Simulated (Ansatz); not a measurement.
Total energies of CHF2NZn (`N=[C](F)[Zn][F]`).

```xyz
6

N     0.299   -1.199    1.059
C     0.578   -0.268    0.279
F     1.890    0.025    0.137
Zn   -0.514    0.894   -0.814
F    -1.552    1.910   -1.778
H    -0.701   -1.362    1.117
```

Total charge 0; spin multiplicity 1. For Zn the d shell is correlated and the shells below it are frozen. Scalar relativity is left out up to krypton. The geometry is a stationary point of PBE0-D4/def2-TZVP. It is one conformer, not always the lowest. Basis def2-TZVPP, the Gaussian-basis code of Ansatz.

RPA on PBE orbitals: Hartree–Fock energy of these orbitals -2069.61553 Eh, correlation -1.91811 Eh (frozen core).

```json
{"functional": "LDA (SPW92)", "energy without D4 (Eh)": "-2067.74422", "D4 term (kJ/mol)": "–"}
{"functional": "PBE", "energy without D4 (Eh)": "-2072.12537", "D4 term (kJ/mol)": "-9.6"}
{"functional": "BLYP", "energy without D4 (Eh)": "-2072.74008", "D4 term (kJ/mol)": "-21.5"}
{"functional": "B97M-V", "energy without D4 (Eh)": "-2072.24428", "D4 term (kJ/mol)": "–"}
{"functional": "PBE0", "energy without D4 (Eh)": "-2072.13401", "D4 term (kJ/mol)": "-8.0"}
{"functional": "r2SCANh", "energy without D4 (Eh)": "-2072.50240", "D4 term (kJ/mol)": "-2.4"}
{"functional": "HSE06 (plane-wave form)", "energy without D4 (Eh)": "-2072.12012", "D4 term (kJ/mol)": "-7.4"}
{"functional": "BHLYP", "energy without D4 (Eh)": "-2072.50739", "D4 term (kJ/mol)": "-11.8"}
{"functional": "ωB97M-V", "energy without D4 (Eh)": "-2072.51187", "D4 term (kJ/mol)": "–"}
{"functional": "PBE-QIDH", "energy without D4 (Eh)": "-2071.84562", "D4 term (kJ/mol)": "–"}
```

Task: Give the same for revPBE, r2SCAN, B3LYP, r2SCAN0, CAM-B3LYP, LC-ωPBE, ωB97X-V, B2PLYP. (Estimate.)

Result: The calculation gave: 
```
functional  energy without D4 (Eh)  D4 term (kJ/mol)
    revPBE             -2072.47382             -30.6
    r2SCAN             -2072.53783              -2.3
     B3LYP             -2072.73412             -15.5
   r2SCAN0             -2072.45189              -2.7
 CAM-B3LYP             -2072.70991              -8.1
   LC-ωPBE             -2072.27958                 –
   ωB97X-V             -2072.41569                 –
    B2PLYP             -2072.22768                 –
```

B3LYP takes the VWN-RPA correlation (the form of Gaussian; ORCA's B3LYP/G). HSE06 is the plane-wave form, built on full-range PBE exchange. The double hybrids freeze the cores in their second-order part.

LC-ωPBE has ω = 0.4 bohr⁻¹.
